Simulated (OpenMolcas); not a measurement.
Rh2+ (d7) among equal point charges was computed by CASSCF with the d shell active (OpenMolcas, ANO-RCC-VDZP on the metal). Its lowest spin-free states, and all those of the highest spin:

```json
{"2S+1": "4", "Degeneracy": "3", "E (cm-1)": "0.0"}
{"2S+1": "4", "Degeneracy": "3", "E (cm-1)": "2424"}
{"2S+1": "4", "Degeneracy": "1", "E (cm-1)": "5360"}
{"2S+1": "2", "Degeneracy": "2", "E (cm-1)": "13748"}
{"2S+1": "2", "Degeneracy": "3", "E (cm-1)": "15207"}
{"2S+1": "2", "Degeneracy": "3", "E (cm-1)": "15237"}
{"2S+1": "4", "Degeneracy": "3", "E (cm-1)": "15273"}
{"2S+1": "2", "Degeneracy": "1", "E (cm-1)": "16434"}
{"2S+1": "2", "Degeneracy": "3", "E (cm-1)": "19289"}
{"2S+1": "2", "Degeneracy": "3", "E (cm-1)": "20136"}
{"2S+1": "2", "Degeneracy": "3", "E (cm-1)": "20307"}
{"2S+1": "2", "Degeneracy": "2", "E (cm-1)": "21095"}
```

Task: Is the site octahedral, tetrahedral or cube-like, axial, or of lower symmetry?

Result: The states with 2S+1 = 4 have orbital degeneracies 3, 3, 1, 3. Threefold states need a cubic site. For d7 at this spin an octahedron puts the threefold T1 below the threefold T2 and a tetrahedron or cube puts the single A2 below the threefold T2, so the site is octahedral. The run had Rh2+ among 6 point charges of -0.65 e arranged as an octahedron (Oh), 2.15 Å from the ion.

An orbital triplet at a regular site is open to Jahn-Teller coupling, which can distort the site and quench the lowest spin-orbit gaps and is left out. Without dynamic correlation the repulsion within the d shell is too large (B by tens of per cent), so at a given field states of lower spin stand too high. Point charges give a weaker field than real ligands, and real ions of this kind are as a rule low spin; the high spin found here belongs to the model. This is an electrostatic model: the charges have no orbitals. No measured value stands beside these numbers.
